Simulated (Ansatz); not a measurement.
A made-up structure of BHTeF, doublet:

| atom | x (Å) | y (Å) | z (Å) |
| --- | --- | --- | --- |
| F1 | -0.1008 | 0.9991 | -1.0197 |
| B2 | -0.1840 | 0.1045 | -0.0536 |
| Te3 | 1.5223 | -1.0077 | 0.5940 |
| H4 | 0.0507 | 1.3118 | -1.8607 |

It is relaxed with PBE-D4/def2-SVP and then PBE0-D4/def2-TZVP (Ansatz 0.2.0). Atoms count as bonded within 1.22 times the sum of their covalent radii (H–H: 0.88 Å). The end point is not checked to be a true minimum.

Task: Does its bonding change? (A judgement: the text doesn't fix the answer.)

Result: The calculation gives: Yes. Formed: Te3–H4; broken: F1–H4.

Where it ends: The first stage lowers the energy by 4.20 eV in 20 steps. It ends as BHTeF ([F][B][TeH]):
```
4
angstrom
F -1.1629 1.2166 -0.7810
B -0.6213 0.3912 0.0664
Te 1.3403 -0.4747 -0.0951
H 1.7321 0.2746 -1.5302
```

Labels in which every atom is bracketed show which atoms are joined, not bond orders.

For scale, one of the runs: PBE0-D4/def2-TZVP relaxation, 118 basis functions, launched by `ansatz run in.yaml --threads 2 --pin off --events-out ev --progress --plain --max-ram 4352MiB`. Hardware: 2 CPU threads of an Arm Neoverse V1, shared host. Wall time about 20 s.
